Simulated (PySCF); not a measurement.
Computed IR spectrum (relative IR intensity) of a molecule GeH₇NOSi. Geometry: ωB97X-D3(BJ)/def2-SVP. Other conformers were not sampled. Level of theory: PySCF 2.14.0 with ωB97X-D3(BJ)/def2-SVP. Frequencies are harmonic and unscaled.

Lines under 2 % of the strongest are left out, and lines within 2 cm⁻¹ are merged.

ν (cm⁻¹): 181 (m), 262 (m), 404 (m), 520 (w), 571 (w), 706 (w), 719 (m), 731 (s), 800 (s), 842 (s), 869 (m), 907 (vs), 938 (m), 950 (m), 977 (s), 1017 (s), 1201 (s), 2200 (m), 2224 (vs), 2229 (s), 2243 (s), 2263 (m), 3632 (m), 3910 (m) (against the strongest line: vs over 80 %, s over 45 %, m over 15 %, w over 4 %, vw less)

Problem. Identify the compound among the candidates.
A. N[SiH2][O][GeH3]
B. [OH][GeH2][NH][SiH3]
C. [NH2][Ge@H]([OH])[SiH3]
D. O[SiH2][NH][GeH3]

Solution. B, [OH][GeH2][NH][SiH3]
